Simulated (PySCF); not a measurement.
Relaxation of singlet HTaO₂

These are results of PBE0 in PySCF with Ta def2-TZVP with ECP60, O def2-TZVP, H def2-TZVP; scalar-relativistic core potentials, no spin–orbit coupling; density-fitted integrals, not measurements. A (50,194) grid was used.

A hand-made trigonal pyramidal start, of Cs symmetry, held to at least that symmetry:

```xyz
4
charge 0 multiplicity 1, angstrom
Ta    0.1134    0.0000   -0.1324
O    -0.6945    1.3993    0.7267
O    -0.6945   -1.3993    0.7267
H     1.6850    0.0000    0.7033
```

At each step, columns x, y, z (Å) and Fx, Fy, Fz (eV/Å):

```
step 0  E − E(last) = 62.48 kJ/mol
Ta   0.113   0.000  -0.132  -4.734   0.000   5.580
O   -0.695   1.399   0.727   2.438  -3.292  -2.700
O   -0.695  -1.399   0.727   2.438   3.292  -2.700
H    1.685   0.000   0.703  -0.141   0.000  -0.179
step 1  E − E(last) = 2.63 kJ/mol
Ta   0.045   0.000  -0.043   1.212   0.000  -1.246
O   -0.649   1.375   0.685  -0.611   0.813   0.626
O   -0.649  -1.375   0.685  -0.611  -0.813   0.626
H    1.664   0.000   0.698   0.009   0.000  -0.006
step 2  E − E(last) = 0.21 kJ/mol
Ta   0.060   0.000  -0.055  -0.229   0.000   0.267
O   -0.661   1.382   0.691   0.115  -0.274  -0.129
O   -0.661  -1.382   0.691   0.115   0.274  -0.129
H    1.671   0.000   0.697  -0.002   0.000  -0.008
step 3  E − E(last) = 0.00 kJ/mol
Ta   0.061   0.000  -0.055  -0.023   0.000   0.023
O   -0.662   1.373   0.692   0.008  -0.004  -0.012
O   -0.662  -1.373   0.692   0.008   0.004  -0.012
H    1.673   0.000   0.697   0.007   0.000   0.001
step 4  E − E(last) = 0.00 kJ/mol
Ta   0.061   0.000  -0.054   0.002   0.000  -0.002
O   -0.662   1.374   0.691  -0.003   0.001   0.001
O   -0.662  -1.374   0.691  -0.003  -0.001   0.001
H    1.673   0.000   0.696   0.004   0.000   0.001
```

It ends at Cs with Ta–H 1.779 Å, Ta–O 1.722 Å (×2); H–Ta–O 101.4° (×2), O–Ta–O 105.8° (after a last refinement on a finer grid). A frequency run shows a minimum. Other isomers or separated fragments may lie lower.

With an element this heavy the missing spin–orbit coupling can shift these numbers.
